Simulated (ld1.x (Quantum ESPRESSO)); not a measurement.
# Scattering properties, ultrasoft potential for Ca (Z = 20)

| Quantity | Value |
| --- | --- |
| Element | calcium (Ca) |
| Generator | ld1.x (Quantum ESPRESSO) 7.5 |
| Type | ultrasoft |
| Functional | PBEsol |
| Relativity | non-relativistic |
| Frozen core | [Ne] |
| Valence charge | 10 |
| Reference configuration | 3s2 3p6 3d0 4s0 4p0 (charge +2) |
| Partial waves | 3s (bound): rcut 1.50, rcutus 1.60 bohr; 4s (bound, empty): rcut 1.50, rcutus 1.60 bohr; 3p (bound): rcut 1.75, rcutus 1.95 bohr; 4p (bound, empty): rcut 1.75, rcutus 1.95 bohr; 3d (bound, empty): rcut 1.15, rcutus 1.55 bohr; 3d channel at 2.6 Ry: rcut 1.15, rcutus 1.55 bohr |
| Local potential | all-electron potential smoothed inside 1.15 bohr (lloc = -1) |
| Core correction | none |
| Augmentation charge | PSQ, inside the norm-conserving radii |

The phase is arctan(r·u′/u) with u = r·R(r), unwrapped; energies in Ry, scanned from -7 to 5 Ry. A pole is an energy at which the radial function vanishes at the test radius. The pseudo phase is shifted by a multiple of π to meet the all-electron one at the reference energy, and phase errors are pseudo minus all-electron; the curves can meet again beyond the range given. Levels narrower than the energy grid can be missing from the lists of poles.

Task: For each channel, where are the poles, and over which energies does the pseudopotential scatter like the atom?

Result:

| channel | radius (bohr) | reference energy (Ry) | poles, all-electron | poles, pseudo | unbroken range about the reference energy with phases within 0.05 rad | phase error 1 Ry above the reference energy (rad) |
| --- | --- | --- | --- | --- | --- | --- |
| s | 2.14 | -1.05 | -4.20 | -4.20, 4.62 | below 4.8 | -0.003 |
| p | 2.14 | -0.77 | -2.67 | -2.68 | below 0.9 | -0.006 |
| d | 2.14 | -1.18 | -0.31 | -0.31 | the whole range | -0.000 |

The ghost test of this file was not conclusive. Its overlap operator is not positive definite in a basis up to 400 Ry (lowest eigenvalue p -0.41), so the file is unfit for use: the generalised eigenproblem breaks down once the basis is large enough, and its test numbers describe a broken file.

Phases in the d channel:

```
E (Ry)  all-electron  pseudo
 -7.00         1.377   1.377
 -6.74         1.372   1.372
 -6.48         1.367   1.367
 -6.22         1.362   1.362
 -5.96         1.356   1.356
 -5.70         1.349   1.349
 -5.44         1.342   1.342
 -5.18         1.335   1.335
 -4.92         1.326   1.326
 -4.66         1.316   1.316
 -4.40         1.305   1.305
 -4.14         1.293   1.293
 -3.88         1.278   1.278
 -3.62         1.261   1.260
 -3.36         1.239   1.239
 -3.10         1.213   1.213
 -2.84         1.179   1.179
 -2.58         1.132   1.132
 -2.32         1.065   1.064
 -2.06         0.956   0.956
 -1.80         0.755   0.755
 -1.54         0.314   0.314
 -1.28        -0.496  -0.496
 -1.02        -1.093  -1.093
 -0.76        -1.362  -1.362
 -0.50        -1.502  -1.503
 -0.24        -1.591  -1.591
  0.02        -1.655  -1.655
  0.28        -1.708  -1.709
  0.54        -1.757  -1.757
  0.80        -1.805  -1.805
  1.06        -1.857  -1.857
  1.32        -1.917  -1.918
  1.58        -1.992  -1.992
  1.84        -2.092  -2.092
  2.10        -2.234  -2.234
  2.36        -2.450  -2.450
  2.62        -2.785  -2.785
  2.88        -3.236  -3.237
  3.14        -3.671  -3.672
  3.40        -3.978  -3.979
  3.66        -4.174  -4.175
  3.92        -4.302  -4.303
  4.18        -4.390  -4.392
  4.44        -4.455  -4.456
  4.70        -4.504  -4.506
  4.96        -4.543  -4.545
```
